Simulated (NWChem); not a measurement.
Molecule: CH₄ClFOSi; SMILES C[Si](O)(F)Cl

```xyz
9

C      1.6378     1.1041     0.0663
Si    -0.0342     0.3422    -0.0072
O     -0.8247     0.8707    -1.3443
F     -0.8907     0.7257     1.3123
Cl     0.0586    -1.7175    -0.0030
H      2.2311     0.8153    -0.8134
H      2.1713     0.7770     0.9706
H      1.5536     2.2012     0.0856
H     -1.6855     0.4910    -1.5456
```
Atoms are numbered in this order, from 1.

All runs: NWChem. The geometry was optimised at PBE0/def2-SVP.

**Question.** Among these, which level gives the highest value of “highest occupied level (eV)”?
A. PBE/def2-SVP
B. PBE/def2-SVPD
C. PBE/def2-TZVP
D. PBE/def2-TZVPP

**Answer.** A, PBE/def2-SVP. Values: PBE/def2-SVPD -7.87; PBE/def2-TZVPP -7.74; PBE/def2-TZVP -7.74; PBE/def2-SVP -7.45
